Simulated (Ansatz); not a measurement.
Isomers of CH2N2Si. Isolated molecules, 0 K electronic values unless said otherwise. Strings in code marks are SMILES.

Quantity: vertical ionisation energy (energy after one electron is removed minus that of the parent at the parent's geometry), in eV. The restricted reference of `[H]/N=[SiH]/C#N` is unstable towards unrestricted orbitals.

Case: `[H]/N=[SiH]/C#N`. Geometry of `[H]/N=[SiH]/C#N` (neutral, multiplicity 1, Å):

```xyz
6

N      2.6285    -0.4297    -0.4326
C      1.5151    -0.1783    -0.5389
Si    -0.2324     0.3281    -0.7067
N     -1.3035    -0.8188    -0.7946
H     -0.3079     1.7965    -0.7289
H     -2.2997    -0.6977    -0.8885
```

Q: Estimate the vertical ionisation energy (energy after one electron is removed minus that of the parent at the parent's geometry) that frozen-core MP2/cc-pVTZ // CAM-B3LYP-D3(BJ)/def2-TZVP (Ansatz, a first-principles code) returns for this input.

A: 10.69 eV.
